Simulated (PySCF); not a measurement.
VO₂Cl, SMILES [O]=[V](=[O])[Cl], multiplicity 1.

Geometry: PBE0-D3(BJ)/def2-SVP. The spin state was assumed, not searched.

The numbers are results of HF/def2-TZVPD (PySCF), not measurements.

Symmetry labels are those of the subgroup Cs that the program uses (full group Cs).

Computed valence orbital energies around the gap with their symmetry:
| orbital | symmetry | energy (eV) |
|---|---|---|
| HOMO−7 | A" | -16.87 |
| HOMO−6 | A" | -15.52 |
| HOMO−5 | A' | -15.38 |
| HOMO−4 | A' | -14.89 |
| HOMO−3 | A' | -14.14 |
| HOMO−2 | A" | -13.85 |
| HOMO−1 | A' | -13.16 |
| HOMO | A" | -12.89 |
| LUMO | A' | -1.06 |
| LUMO+1 | A' | 0.18 |
| LUMO+2 | A' | 1.25 |
| LUMO+3 | A" | 1.39 |
